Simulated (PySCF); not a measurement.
Be(NH2)2 (BeH4N2), SMILES [NH2][Be][NH2]. Atoms are numbered in the order given.

```xyz
7

Be     0.0000     0.0000     0.0000
N      0.0000     0.0000    -1.5112
H      0.5814     0.5814    -2.0927
H     -0.5814    -0.5814    -2.0927
N      0.0000     0.0000     1.5112
H      0.5814    -0.5814     2.0927
H     -0.5814     0.5814     2.0927
```

The structure is a stationary point at r2SCAN-D4/def2-TZVP. Other conformers were not sampled.

Computed with C-PCM-B3LYP/def2-SVP run with PySCF 2.14.0.

The values are the electrostatic part of the solvation free energy, E(continuum) − E(gas) at the gas-phase geometry, in a cavity of scaled van der Waals radii (PySCF's table); cavitation and dispersion terms are not included. A continuum can't describe solvent molecules that bind to the metal. In vacuum the orbital gap is 6.78 eV. The dipole moment in vacuum is 0.00 D.

**Question.** Estimate the values in water (ε = 78.36), methanol (ε = 32.61), ethylethanoate (ε = 5.99). (Estimate from the structure and the level; the computed values follow.)

**Answer.** 
```json
[
 {"solvent": "water", "ε": "78.36", "ΔG(elec) (kcal/mol)": "-4.6", "dipole (D)": "0.00", "gap (eV)": "6.89"},
 {"solvent": "methanol", "ε": "32.61", "ΔG(elec) (kcal/mol)": "-4.5", "dipole (D)": "0.00", "gap (eV)": "6.89"},
 {"solvent": "ethylethanoate", "ε": "5.99", "ΔG(elec) (kcal/mol)": "-3.9", "dipole (D)": "0.00", "gap (eV)": "6.87"}
]
```
